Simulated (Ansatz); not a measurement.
Ansatz (an electronic-structure program) input:

Ansatz 0.2 input:
```yaml
crystal:
  periodic: [false, false, false]
  atoms:
    - {symbol: Si, position_ang: [1.42026408, 0.27111830, 0.53975357]}
    - {symbol: Cl, position_ang: [1.47520616, 2.26913461, 0.65176110]}
    - {symbol: Cl, position_ang: [2.59026475, -0.36992203, -0.95282422]}
    - {symbol: O, position_ang: [-0.08791988, -0.19658642, 0.25528371]}
    - {symbol: Si, position_ang: [-1.54156227, -0.37087841, -0.47147002]}
    - {symbol: H, position_ang: [1.77801233, -0.34416528, 1.80021010]}
    - {symbol: H, position_ang: [-2.23779620, 0.90079007, -0.30131603]}
    - {symbol: H, position_ang: [-2.14293293, -1.47467086, 0.26759424]}
    - {symbol: H, position_ang: [-1.28594561, -0.67984488, -1.87542236]}
basis:
  gaussian:
    orbitals: def2-TZVP
hamiltonian:
  xc: b3lyp
  dispersion: d3bj
relax: {f_tol: 0.002, max_steps: 150}
```

Task: Which total energy does the run end on?

Result: -1577.38275 Eh (B3LYP-D3(BJ)/def2-TZVP). The basis has 203 functions. The run takes very roughly 5 core-minutes.
